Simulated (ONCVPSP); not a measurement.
# Building the ONCV potential for H (PBE, scalar-relativistic).

hydrogen, optimised norm-conserving Vanderbilt (ONCV), made with ONCVPSP 4.0.1 (PBE, scalar-relativistic). Core none, reference 1s1. Waves: 1s: rc 0.75 bohr, ncon 3, nbas 8, qcut 8.6 1/bohr, 2 projectors, debl 0.8 Ha. Local part: polynomial inside 0.70 bohr (lpopt 3, dvloc0 6 Ha). Core correction: none.

All-electron outer shells of the reference configuration (PBE, scalar-relativistic, ld1.x):

```json
{"shell": "1s", "level (eV)": "-6.49", "outermost node (bohr)": "–", "outermost maximum (bohr)": "1.03"}
```

Question: Estimate the cutoffs (Ha) at which the residual kinetic energy of the hardest occupied pseudo-wave falls to 1 and 0.1 mHa per electron.

Answer: 23 Ha and 35 Ha.

Question: What does a ghost test show?

Answer: No bound ghost flagged; no localised positive-energy state flagged.
